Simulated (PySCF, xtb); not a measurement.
Nb(NH)(F)(Cl)2 (Cl₂FHNNb), SMILES [NH]=[Nb]([Cl])([F])[Cl], multiplicity 1.

Harmonic wavenumbers (cm⁻¹) from xtb 6.7.1 with GFN2-xTB at its own minimum, in rising order: 113, 120, 132, 146, 162, 334, 358, 412, 642, 648, 927, 3341.

### Question
What does B3LYP-D3(BJ)/def2-SVP (PySCF) give at its own minimum? (Estimate from the structure and the level; the computed values follow.)

### Answer
105, 141, 152, 207, 243, 400, 431, 543, 586, 707, 1032, 3617. Paired by order, the mean absolute difference is 80 cm⁻¹ and the zero-point energies are 10.5 and 11.7 kcal/mol.
